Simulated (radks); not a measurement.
Species: In II. Configuration: [Kr] 4d10 5s2. All-electron calculation, scalar-relativistic Kohn-Sham, LB94 model potential, spin-polarised, spherical densities, finite nucleus; Fermi nuclear charge, rms radius 4.6156 fm. Program: a radial shooting solver on a logarithmic mesh with Libxc functionals. Some entries of the table are withheld. Estimate them.

| orbital | occ. | eigenvalue (hartree) | <1/r> (bohr^-1) | r(max) (bohr) |
|---|---|---|---|---|
| 1s | 2 | -1025.432 | (1) | 0.01921 |
| 2s | 2 | (2) | 11.83 | 0.1085 |
| 2p | 6 | -138.8692 | 11.41 | 0.08678 |
| 3s | 2 | (3) | 4.172 | 0.3159 |
| 3p | 6 | -24.81350 | 3.982 | 0.3091 |
| 3d | 10 | -16.82832 | 3.765 | 0.2578 |
| 4s | 2 | -4.91006 | 1.638 | 0.7671 |
| 4p | 6 | -3.38851 | 1.479 | 0.8147 |
| 4d | 10 | (4) | (5) | 0.9347 |
| 5s | 2 | -0.76608 | 0.5447 | 2.046 |
| 5p | 0 | -0.50057 | 0.4297 | 2.511 |
| 6s | 0 | -0.26719 | 0.2302 | 5.242 |
| 5d | 0 | -0.23345 | 0.2518 | 4.237 |
| 4f | 0 | -0.12429 | 0.1426 | 7.050 |

Answer. 
(1) 1s <1/r> (bohr^-1): 51.91
(2) 2s eigenvalue (hartree): -154.4550
(3) 3s eigenvalue (hartree): -29.93838
(4) 4d eigenvalue (hartree): -1.21112
(5) 4d <1/r> (bohr^-1): 1.143
